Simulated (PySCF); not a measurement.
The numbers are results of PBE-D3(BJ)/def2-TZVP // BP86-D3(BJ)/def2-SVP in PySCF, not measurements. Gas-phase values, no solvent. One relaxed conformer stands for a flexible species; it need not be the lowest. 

Reference species: [Ta(OH)3(NH2)2] (neutral, multiplicity 1).

The coordination number is 5. The charge on the central atom (Mulliken) is 1.26 e and the LUMO is -1.55 eV.

After one change: the coordination number hardly moves; the charge on the central atom (Mulliken) rises by 0.06 e; the LUMO drops by 0.27 eV.

### Question
Name the change that produced these shifts. The new species is one of these.
A. [Ta(OH)(NH2)4]
B. [Ta(OH)2(NH2)3]
C. [Ta(OH)5]

### Answer
C, [Ta(OH)5]
